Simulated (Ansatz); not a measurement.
Cartesian coordinates in Å:
```
F 2.4910 -0.3714 -0.9098
Si 1.2106 -1.1970 -0.4225
C -0.1367 -0.0165 -0.0285
C -1.4661 0.0875 -0.1262
Si -0.7776 1.5489 0.6686
H 1.5937 -1.9467 0.7983
H 0.8338 -2.1251 -1.5173
H -2.2502 -0.5471 -0.5229
H -0.8781 1.7473 2.1322
H -0.6205 2.8201 -0.0719
```

The species carries charge 0 and has multiplicity 1.

Q: List the r2SCAN/def2-TZVPP orbital energies in eV (Ansatz). (Estimate.)

A: The calculation gave: Occupied: -1791.99, -1791.24, -666.00, -273.89, -273.48, -142.33, -141.69, -97.24, -97.17, -97.16, -96.57, -96.55, -96.52, -31.12, -21.24, -14.97, -14.05, -12.79, -11.69, -11.21, -11.07, -9.83, -9.65, -8.84, -8.33, -7.52, -6.46. Lowest empty: -2.00, -0.71, -0.09, 0.90, 0.95, 1.44, 2.10, 2.37.
